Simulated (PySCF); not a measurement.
# Two-component Hartree-Fock for Bi³⁷⁺ (bismuth, charge +37)

Start: [Kr] 4d10. Calculated with PySCF 2.14 in an even-tempered Gaussian basis (17 s from 4.1 bohr⁻², ratio 2.8; 14 p from 5.4 bohr⁻², ratio 2.8; 9 d from 5.4 bohr⁻², ratio 2.8; 3 f from 25 bohr⁻², ratio 3): generalised Hartree-Fock with the X2C-1e Hamiltonian and a Gaussian nucleus; one run each with spin-orbit coupling (SO) switched off, then screened by Boettger's factors.

```tsv
spinor shell	electrons	ε, spin-free (eV)	ε, screened SO (eV)	weight of nominal j (screened SO)	rms radius, screened SO (bohr)
1s1/2	2	-92562.9	-92522.0	1.000	0.0178
2s1/2	2	-18040.6	-18028.0	1.000	0.0719
2p1/2	2	-15673.4	-17355.1	1.000	0.0607
2p3/2	4	-15673.4	-15032.0	1.000	0.0692
3s1/2	2	-5568.6	-5564.7	1.000	0.183
3p1/2	2	-4880.9	-5265.1	1.000	0.174
3d3/2	4	-4181.7	-4248.0	1.000	0.166
3d5/2	6	-4181.7	-4135.1	1.000	0.170
4s1/2	2	-2329.0	-2327.9	1.000	0.378
4p1/2	2	-2076.3	-2191.8	1.000	0.379
4p3/2	4	-2076.3	-2030.5	1.000	0.410
4d3/2	4	-1797.0	-1816.2	1.000	0.398
4d5/2	6	-1797.0	-1783.6	1.000	0.406
```

Q: Where does 3p3/2 lie, and what is the 3p spin-orbit splitting (screened SO)?

A: At -4731.1 eV, 533.99 eV above 3p1/2.

| quantity | spin-free | screened SO |
| --- | --- | --- |
| E (hartree) | -20735.36547 | -20776.60792 |
| M_J | 0 | 0 |
| ⟨J²⟩ | 0.000 | 0.000 |
| ⟨L²⟩ | 0.000 | 0.142 |
| ⟨S²⟩ | 0.000 | 0.142 |

Breit and QED terms are absent; they matter most for the inner s and p1/2 levels.

Densities and radii are taken from the X2C orbitals without a picture-change correction, which distorts them close to the nucleus.

Without spin-orbit coupling the j labels of p, d and f shells carry no meaning; the spin-free column gives the mean over the occupied spinors of each nl shell.
